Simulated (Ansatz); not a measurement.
Species: dimethyl(methylsulfanyl)borane, C3H9BS, net charge 0, singlet state. 
Structure (B3LYP-D3(BJ)/def2-TZVP (Ansatz, an electronic-structure program) minimum search):
```xyz
14

C      1.8124     0.6402    -0.8746
S      0.9797    -0.2174     0.5017
B     -0.7730    -0.1361     0.1361
C     -1.7281    -0.8125     1.1835
C     -1.3237     0.5703    -1.1564
H      1.4941     1.6789    -0.9317
H      2.8818     0.6054    -0.6772
H      1.6081     0.1423    -1.8201
H     -2.4438    -0.0732     1.5602
H     -1.2299    -1.2701     2.0390
H     -2.3319    -1.5812     0.6883
H     -1.0259     1.6232    -1.1924
H     -2.4121     0.5295    -1.2255
H     -0.9140     0.1156    -2.0640
```

Basis-set convergence of Hartree-Fock and CCSD correlation energies (hartree) with Ansatz. Correlated levels leave the core frozen unless marked. No spin-orbit coupling. No relativistic terms.

```
basis        functions       E(HF)  E(corr, CCSD)
-----------  ---------  ----------  -------------
cc-pV(D+d)Z        124  -541.11759       -0.72650
cc-pV(T+d)Z        285  -541.17326       -0.87491
cc-pV(Q+d)Z        554  -541.18565       -0.91957
```

Extrapolating the two largest sets (X = 3 and 4) as X^-3: E(corr) = (64·(-0.91957) - 27·(-0.87491))/37 = -0.9522 Eh, an estimate of the basis-set limit. The largest set recovers 96.6 % of it, the smallest 76.3 %.
